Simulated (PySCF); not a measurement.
Z-matrix (Å, degrees):
```
C
O 1 1.1815
O 1 1.3236 2 130.78
H 3 0.9792 1 109.74 2 0.00
```
Charge 0, spin multiplicity 2.

Question: Give the total energy, highest occupied spin orbital and dipole moment at the level M06-2X/def2-TZVP // B3LYP-D3(BJ)/def2-TZVP (PySCF).

Answer: 
```
Item                                  Value
-----------------------------  ------------
total energy                   -189.1022 Ha
highest occupied spin orbital      -8.52 eV
dipole moment                        2.03 D
```
